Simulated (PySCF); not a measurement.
## Two-component Hartree-Fock for Yb⁵⁷⁺ (ytterbium, charge +57)

Start: [Ne] 3s2 3p1; 3p1/2 filled at m_j = +1/2. Calculated with PySCF 2.14 in an even-tempered Gaussian basis (18 s from 17 bohr⁻², ratio 2.4; 14 p from 22 bohr⁻², ratio 2.4; 4 d from 73 bohr⁻², ratio 2.6; 4 f from 110 bohr⁻², ratio 2.6): generalised Hartree-Fock with the X2C-1e Hamiltonian and a Gaussian nucleus; one run each with spin-orbit coupling (SO) switched off, then screened by Boettger's factors.

```csv
spinor shell,electrons,"ε, spin-free (eV)","ε, screened SO (eV)",weight of nominal j (screened SO),"rms radius, screened SO (bohr)"
1s1/2,2,-66186.1,-66166.4,1.000,0.0223
2s1/2,2,-14868.9,-14861.2,1.000,0.0886
2p1/2,2,-13639.5,-14406.2,1.000,0.0754
2p3/2,4,-13639.5,-13316.6,1.000,0.0821
3s1/2,2,-6005.4,-6002.6,1.000,0.212
3p1/2,1,-5667.1,-5867.5,1.000,0.200
```

```json
{"quantity": "E (hartree)", "spin-free": "-10440.04570", "screened SO": "-10457.89210"}
{"quantity": "M_J", "spin-free": "1/2", "screened SO": "1/2"}
{"quantity": "⟨J²⟩", "spin-free": "1.097", "screened SO": "0.750"}
{"quantity": "⟨L²⟩", "spin-free": "2.001", "screened SO": "2.022"}
{"quantity": "⟨S²⟩", "spin-free": "0.750", "screened SO": "0.771"}
```

Each row is a mean over spinors that exchange with the open shell spreads, by up to 19.645 eV (2p1/2).

Breit and QED terms are absent; they matter most for the inner s and p1/2 levels.

Densities and radii are taken from the X2C orbitals without a picture-change correction, which distorts them close to the nucleus.

Without spin-orbit coupling the j labels of p, d and f shells carry no meaning; the spin-free column gives the mean over the occupied spinors of each nl shell, and its ⟨J²⟩ belongs to a mixture of degenerate components.
